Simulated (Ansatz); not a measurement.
Question: Name a neutral molecule of Ga, I and H with LUMO energy (PBE0/def2-TZVPP) between -2.30 and -2.00 eV and HOMO energy (PBE0/def2-TZVPP) between -7.75 and -7.45 eV (Ansatz, PBE0-D4/def2-TZVP geometry).

Answer: `[I][GaH][I]` (-2.06 eV, -7.70 eV). Other molecules can fit too; these were computed, each in one conformer that needn't be the lowest.
